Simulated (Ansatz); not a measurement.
Born–Oppenheimer molecular dynamics of CH₁₀OSi₂ (14 atoms, charge 0, multiplicity 1). It starts from a rough guess of a transition structure, not a stationary point.

All numbers below come from UKS PBE0-D4/6-31G in Ansatz.

```yaml
ensemble: NVE (velocity Verlet)
time_step: 0.5 fs
steps_asked: 150
starting_velocities_drawn_for: 100 K
seed: 237628
```

First frame:

```xyz
14
Properties=species:S:1:pos:R:3
Si -0.898 0.515 0.154
C 0.714 0.491 1.606
O -0.361 -0.462 -1.046
Si 0.352 -1.344 -2.198
H -1.954 -0.314 0.681
H -0.847 1.794 -0.511
H -0.469 1.228 1.797
H -1.361 1.593 1.624
H 1.426 -0.151 1.080
H 1.258 1.419 1.784
H 0.514 -0.025 2.542
H -0.670 -1.599 -3.212
H 0.823 -2.579 -1.568
H 1.473 -0.568 -2.734
```

Task: How far do the bonds stretch over the last three quarters of this one trajectory? (Pairs bonded in most of those frames.)

Result: 
| bond | mean (Å) | spread (Å) | shortest | longest |
| --- | --- | --- | --- | --- |
| Si1–C2 | 1.956 | 0.147 | 1.72 | 2.16 |
| Si1–O3 | 1.708 | 0.043 | 1.64 | 1.78 |
| Si1–H5 | 1.519 | 0.029 | 1.47 | 1.56 |
| Si1–H6 | 1.520 | 0.031 | 1.47 | 1.56 |
| C2–H9 | 1.098 | 0.013 | 1.07 | 1.12 |
| C2–H10 | 1.097 | 0.008 | 1.08 | 1.12 |
| C2–H11 | 1.094 | 0.012 | 1.07 | 1.11 |
| O3–Si4 | 1.700 | 0.041 | 1.64 | 1.76 |
| Si4–H12 | 1.509 | 0.034 | 1.45 | 1.56 |
| Si4–H13 | 1.515 | 0.042 | 1.45 | 1.57 |
| Si4–H14 | 1.516 | 0.033 | 1.46 | 1.56 |
| H7–H8 | 0.759 | 0.073 | 0.65 | 0.86 |

Mean temperature of the second half: 1685 K. The conserved energy stayed within 0.6 meV per atom of its start (net change -0.17 meV per atom), so the integration is sound. The kinetic energy rose, since the run started high on the potential surface and went downhill. It ends in pieces (CH8OSi2 + H2), so much of that is their flight and rotation, not heat. A run of 0.075 ps of so small a system gives no equilibrium averages. The orbitals were unrestricted but ended closed-shell. Limits of this set-up: no polarisation functions.

Run time: 15 min on 1 thread of Arm Neoverse V1, on a shared host, peak memory 0.2 GiB.
